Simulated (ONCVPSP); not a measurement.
**Cutoff test, K, ONCV**

potassium (K), optimised norm-conserving Vanderbilt (ONCV), made with ONCVPSP 4.0.1 (PBE, scalar-relativistic). Core [Ar], reference 4s1. Waves: 4s: rc 3.70 bohr, ncon 4, nbas 7, qcut 1.5 1/bohr, 3 projectors, debl 3.7 Ha; p scattering state at 0.34 Ha: rc 2.85 bohr, ncon 4, nbas 8, qcut 2.6 1/bohr, 2 projectors, debl 3.3 Ha; d scattering state at 0.15 Ha: rc 3.30 bohr, ncon 5, nbas 8, qcut 3.2 1/bohr, 2 projectors, debl 0.4 Ha. Local part: polynomial inside 2.55 bohr (lpopt 5, dvloc0 2 Ha). Core correction: none.

Q: For each optimised wave give the share of its norm inside rc, the residual kinetic energy above qcut (Ha) and the cutoffs (Ha) for errors of 10, 1, 0.1 and 0.01 mHa per electron.

A:

```csv
wave,norm inside rc,residual KE,10 mHa,1 mHa,0.1 mHa,0.01 mHa
4s,0.268,1.2e-03,0.3,1.2,6.5,8.7
s projector 2,0.151,9.2e-01,12.0,14.6,21.3,32.5
s projector 3,0.133,1.6e+00,14.0,16.7,20.2,28.7
p projector 1,0.129,2.2e-03,1.0,9.7,24.2,32.1
p projector 2,0.182,1.2e-01,10.4,30.7,36.2,55.9
d projector 1,0.374,8.6e-03,5.1,16.1,20.2,22.7
d projector 2,0.189,2.6e-02,5.9,11.8,22.0,25.6
```

The occupied waves need 1.2 Ha and 6.5 Ha for 1 and 0.1 mHa. The cutoffs count occupied waves only; projector 2 of the p channel, the hardest unoccupied one, needs 31 Ha at the loose tolerance. 1 of 2 tests not solved or not reliable.
